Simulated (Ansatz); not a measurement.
A run for Ansatz (an electronic-structure program): R-PBE0/def2-TZVPP on CH5GaO (SMILES [CH3][GaH][OH]), a point of a torsion scan.

Ansatz 0.2 input:
```yaml
crystal:
  periodic: [false, false, false]
  atoms:
    - {symbol: C, position_ang: [-1.29028366, -0.21621525, -0.01117207]}
    - {symbol: Ga, position_ang: [0.34097835, 0.99053197, 0.08579446]}
    - {symbol: O, position_ang: [1.42837919, 1.14484292, -1.21613750]}
    - {symbol: H, position_ang: [-1.29938384, -0.69086665, -0.99523951]}
    - {symbol: H, position_ang: [-2.21542495, 0.34574687, 0.11747341]}
    - {symbol: H, position_ang: [-1.26340444, -0.99212634, 0.75403112]}
    - {symbol: H, position_ang: [0.87629105, 1.90709360, 1.21268633]}
    - {symbol: H, position_ang: [1.82480632, 1.02020723, -2.07088806]}
basis:
  gaussian:
    orbitals: def2-TZVPP
hamiltonian:
  xc: {name: PBE0}
scf: {lower_state_search: off}
```

Problem. Predict the final total energy.

Solution. -2040.8678 hartree.
